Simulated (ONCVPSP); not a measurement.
**Plane-wave convergence, ONCV potential for N**

ONCVPSP 4.0.1 input, shortened (lines: element, Z, core and valence counts, functional; n l f; lmax; l rc ep ncon nbas qcut; lloc lpopt rc5 dvloc0; l nproj debl; icmod fcfact rcfact), PBE, scalar-relativistic:

```
  N 7.00    1    2        4      upf
    1    0    2.00
    2    0    2.00
    2    1    3.00
    2
    0    0.70    0.00    4    7   10.90
    1    2.30    0.00    4    8    4.90
    2    2.30    0.03    4    7    4.40
    4    5    0.50    0.00
    0    2    0.80
    1    3    2.10
    2    2    1.80
    2    0.60    0.75
```

For each optimised wave give the share of its norm inside rc, the residual kinetic energy above qcut (Ha) and the cutoffs (Ha) for errors of 10, 1, 0.1 and 0.01 mHa per electron.

| wave | norm inside rc | residual KE | 10 mHa | 1 mHa | 0.1 mHa | 0.01 mHa |
| --- | --- | --- | --- | --- | --- | --- |
| 2s | 0.114 | 1.5e-03 | 19.0 | 95.9 | 239.2 | 339.6 |
| s projector 2 | 0.014 | 9.3e-05 | 8.0 | 21.7 | 55.4 | 334.6 |
| 2p | 0.852 | 1.7e-04 | 8.2 | 10.5 | 15.3 | 38.0 |
| p projector 2 | 0.325 | 5.4e-03 | 11.2 | 26.0 | 49.7 | 58.6 |
| p projector 3 | 0.138 | 2.8e-02 | 13.7 | 25.7 | 56.8 | 65.0 |
| d projector 1 | 0.000 | 1.7e-07 | 0.0 | 0.1 | 0.2 | 0.8 |
| d projector 2 | 0.206 | 1.4e-03 | 6.9 | 10.1 | 21.7 | 39.6 |

The occupied waves need 96 Ha and 239 Ha for 1 and 0.1 mHa. Rows with under 1 % of the norm inside rc give no meaningful cutoff. Note: ghosts flagged at negative energy: s at -309.6 eV, d at -183.8 eV; GHOST(+) flags only above 600 eV. A true bound ghost makes a file unfit for plane-wave use. Its largest configuration-test error is +3918 meV.
